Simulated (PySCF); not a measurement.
## Correlation energy of Te(2+) (tellurium, charge +2)

[Kr] 4d10 5s2 5p2, high-spin 3P determinant. Computed with PySCF 2.14 in aug-cc-pwCVTZ-PP with ECP28MDF (8s7p6d4f1g, 96 functions), with a scalar-relativistic core potential. Frozen: 4s2 4p6 4d10; 4 electrons correlated.

```json
{"level": "CCSD", "correlation energy (mhartree)": "-63.15"}
{"level": "(T)", "correlation energy (mhartree)": "-1.39"}
{"level": "CCSD(T)", "correlation energy (mhartree)": "-64.54"}
```

Diagnostics: T1 = 0.0066, D1 = 0.0172, largest double amplitude 0.091.

Cost of the coupled-cluster step: about 40 core-seconds, for 4 correlated electrons.
